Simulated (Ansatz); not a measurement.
Geometry optimisation, RKS PBE/STO-3G in Ansatz.

Input file:

```yaml
crystal:
  periodic: [false, false, false]
  atoms:
    - { symbol: Si, position_ang: [0.0, 0.0, 0.0] }
    - { symbol: H, position_ang: [0.0, 0.0, 1.46] }
    - { symbol: C, position_ang: [1.7634, 0.0, -0.6227] }
    - { symbol: H, position_ang: [2.1111, -1.0463, -0.7509] }
    - { symbol: H, position_ang: [1.8119, 0.5276, -1.5981] }
    - { symbol: H, position_ang: [2.4154, 0.5187, 0.1108] }
    - { symbol: C, position_ang: [-0.8808, 1.5259, -0.6227] }
    - { symbol: H, position_ang: [-1.9334, 1.2723, -0.8671] }
    - { symbol: H, position_ang: [-0.8624, 2.3106, 0.1622] }
    - { symbol: H, position_ang: [-0.3704, 1.9025, -1.5336] }
    - { symbol: C, position_ang: [-0.8808, -1.5259, -0.6227] }
    - { symbol: H, position_ang: [-1.3804, -2.0377, 0.2261] }
    - { symbol: H, position_ang: [-1.6409, -1.2332, -1.3768] }
    - { symbol: H, position_ang: [-0.1449, -2.2146, -1.0879] }
basis:
  gaussian: { orbitals: STO-3G }
hamiltonian:
  xc: pbe
relax:
  f_tol: 0.02
  max_steps: 40
```

Command:

```bash
$ ansatz run input.yaml --threads 1 --pin off --max-ram 2048MiB --backend cpu --events-out ev --progress --plain --runs-dir out
```

Where does it end, and by what steps?

The run converged. The force dipped under the threshold on the way, but the program's further checks kept it going. Limits of this set-up: minimal basis. After 11 steps the energy has fallen by 0.185 eV; H13 moved furthest, 0.90 Å.

| step | energy less start (eV) | largest force component (eV/Å) | accepted |
| --- | --- | --- | --- |
| 0 | 0.0000 | 0.447 | yes |
| 1 | -0.0904 | 0.208 | yes |
| 2 | -0.1067 | 0.117 | yes |
| 3 | -0.1168 | 0.472 | yes |
| 4 | -0.1398 | 0.901 | yes |
| 5 | -0.1745 | 0.026 | yes |
| 6 | -0.1812 | 0.076 | yes |
| 7 | -0.1565 | 0.799 | no |
| 8 | -0.1834 | 0.132 | yes |
| 9 | -0.1847 | 0.081 | yes |
| 10 | -0.1852 | 0.018 | yes |
| 11 | -0.1854 | 0.009 | yes |

```xyz
14
Properties=species:S:1:pos:R:3
Si 0.008 -0.051 -0.015
H 0.032 -0.202 1.436
C 1.782 0.046 -0.642
H 2.346 -0.866 -0.384
H 1.816 0.161 -1.738
H 2.315 0.904 -0.200
C -0.920 1.530 -0.445
H -1.957 1.498 -0.071
H -0.432 2.413 0.002
H -0.963 1.688 -1.535
C -0.865 -1.542 -0.764
H -1.898 -1.631 -0.386
H -0.918 -1.468 -1.863
H -0.338 -2.479 -0.517
```

Whether the end is a true minimum wasn't checked by a vibrational analysis.

Run time: 15 s on 1 thread of Intel(R) Xeon(R) 6975P-C (Granite Rapids) (shared host), peak memory 0.12 GiB.
